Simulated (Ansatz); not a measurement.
`O[SiH2]S[SiH](O)O` + CH₃SH → `CS[SiH](O)O` + `O[SiH2]S`  (ligand exchange at the Si–S bond)

Computed with Ansatz on PBE0-D4/def2-TZVP structures; ΔE is electronic, products minus reactants. CBS: MP2 limit from def2 TZ/QZ plus the TZ coupled-cluster correction, frozen cores. This one scheme is used for every species. DFT in def2-TZVPP. One conformer a species, not always the lowest.

```csv
level,ΔE (kJ/mol)
B2PLYP,8.6
PBE,8.3
r2SCAN,10.9
PBE0,9.3
HF/def2-QZVPP,4.2
SCS-MP2/def2-QZVPP,10.0
MP2/CBS(def2),12.0
CCSD/CBS(def2),9.7
```

Task: What does CCSD(T)/CBS give? (Estimate.)

Result: Ansatz gave: +11.1 kJ/mol. The listed levels differ from it by -2.5, -2.8, -0.2, -1.8, -6.9, -1.1, 0.9, -1.4 kJ/mol.

Largest T1 diagnostic among the species: 0.012.

In def2-TZVPP, CCSD(T) changes the Hartree–Fock value by +6.9 kJ/mol (the triples alone add +1.4 kJ/mol) and MP2 by +7.8 kJ/mol. The D4 term adds +5.8 kJ/mol with B3LYP and +3.2 kJ/mol with PBE0; it sums over pairs of atoms, weighted by their polarisabilities, and B3LYP, whose exchange is more repulsive, gets the larger term.

B3LYP here is the variant with VWN-RPA as its local correlation; programs differ in this.
